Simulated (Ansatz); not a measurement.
Geometry optimisation, DFT PBE, scalar-relativistic, plane waves, PAW (Ansatz).

input.yaml

```yaml
crystal:
  lattice:
    - [0.0, 5.43, 5.43]
    - [5.43, 0.0, 5.43]
    - [5.43, 5.43, 0.0]
  atoms:
    - { symbol: Si, position: [0.0, 0.0, 0.0] }
    - { symbol: Si, position: [0.125, 0.125, 0.125] }
    - { symbol: Si, position: [0.0, 0.0, 0.5] }
    - { symbol: Si, position: [0.125, 0.125, 0.625] }
    - { symbol: Si, position: [0.0, 0.5, 0.0] }
    - { symbol: Si, position: [0.125, 0.625, 0.125] }
    - { symbol: Si, position: [0.0, 0.5, 0.5] }
    - { symbol: Si, position: [0.125, 0.625, 0.625] }
    - { symbol: Si, position: [0.5, 0.0, 0.0] }
    - { symbol: Si, position: [0.625, 0.125, 0.125] }
    - { symbol: Si, position: [0.5, 0.0, 0.5] }
    - { symbol: Si, position: [0.625, 0.125, 0.625] }
    - { symbol: Si, position: [0.5, 0.5, 0.0] }
    - { symbol: Si, position: [0.625, 0.625, 0.125] }
    - { symbol: Si, position: [0.5, 0.5, 0.5] }
    - { symbol: Si, position: [0.625, 0.625, 0.625] }
    - { symbol: Ti, position: [0.74615046, 0.75463169, 0.7511163] }
basis:
  ecutwfc: 420.0
kpoints:
  mp_grid: { grid: [2, 2, 2] }
hamiltonian:
  xc: pbe
  pseudopotentials: { kind: paw, azcp: { folder: soft_1 } }
scf:
  occupations: { method: gaussian, width: 0.02 }
  lower_state_search: "off"
relax:
  f_tol: 0.03
  max_steps: 60
  adjacent_minimum: "off"
```

Run as:

```bash
$ ansatz run input.yaml --threads 1 --pin off --max-ram 3072MiB --backend cpu --events-out ev --progress --plain --runs-dir out
```

**Question.** Where does it end, and by what steps?

**Answer.** The forces met the threshold. The force dipped under the threshold on the way, but the program's further checks kept it going. Limits of this set-up: coarse k mesh. After 20 steps the energy has fallen by 0.398 eV; Si14 moved furthest, 0.10 Å.

| step | energy less start (eV) | largest force component (eV/Å) | accepted |
| --- | --- | --- | --- |
| 0 | 0.0000 | 1.193 | yes |
| 1 | -0.3708 | 0.343 | yes |
| 2 | -0.3953 | 0.057 | yes |
| 3 | -0.3959 | 0.006 | yes |
| 4 | -0.3959 | 0.004 | yes |
| 5 | -0.3960 | 0.011 | yes |
| 6 | -0.2314 | 0.489 | no |
| 7 | -0.3961 | 0.013 | yes |
| 8 | -0.3963 | 0.015 | yes |
| 9 | -0.3965 | 0.016 | yes |
| 10 | -0.3004 | 0.347 | no |
| 11 | -0.3968 | 0.018 | yes |
| 12 | -0.3969 | 0.022 | yes |
| 13 | -0.3970 | 0.018 | yes |
| 14 | -0.3972 | 0.017 | yes |
| 15 | -0.3799 | 0.207 | no |
| 16 | -0.3975 | 0.011 | yes |
| 17 | -0.3975 | 0.017 | yes |
| 18 | -0.3977 | 0.007 | yes |
| 19 | -0.3977 | 0.007 | yes |
| 20 | -0.3977 | 0.015 | yes |

```xyz
17
Lattice="0.0000 5.4300 5.4300 5.4300 0.0000 5.4300 5.4300 5.4300 0.0000" Properties=species:S:1:pos:R:3
Si 0.001 -0.005 0.030
Si 1.352 1.349 1.350
Si 2.715 2.712 0.021
Si 4.079 4.075 1.351
Si 2.741 0.046 2.718
Si 4.097 1.337 4.113
Si 5.389 2.692 2.718
Si 6.750 4.115 4.095
Si 0.042 2.735 2.712
Si 1.338 4.089 4.109
Si 2.694 5.384 2.716
Si 4.112 6.743 4.091
Si 2.720 2.716 5.416
Si 4.140 4.142 6.748
Si 5.434 5.433 5.390
Si 6.727 6.722 6.748
Ti 8.146 8.146 8.125
```

The run took 110 s on 1 thread of Arm Neoverse V2 (shared host), peak memory 0.56 GiB.
